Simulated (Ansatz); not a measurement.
A structure relaxed at PBE0-D4/def2-TZVP, charge 0, multiplicity 1:

| atom | x (Å) | y (Å) | z (Å) |
| --- | --- | --- | --- |
| N1 | -0.715 | 0.639 | -1.156 |
| Ga2 | 0.476 | -0.022 | 0.033 |
| Se3 | -0.464 | -1.056 | 1.897 |
| H4 | -1.713 | 0.586 | -1.046 |
| H5 | -0.450 | 1.108 | -2.005 |
| H6 | 2.010 | 0.097 | -0.190 |
| H7 | 0.855 | -1.352 | 2.468 |

Give its formula and SMILES.

GaH4NSe, `[NH2][GaH][SeH]`.

Point group (tolerance 0.08 Å, 0.16 Å for H)?

Cs.

Summarise the bond lengths by kind.

1 × Ga–N 1.809 Å; 2 × H–N 1.005 Å; 1 × Ga–Se 2.330 Å; 1 × Ga–H 1.554 Å; 1 × H–Se 1.468 Å.

Results of the Gaussian-basis code of Ansatz.
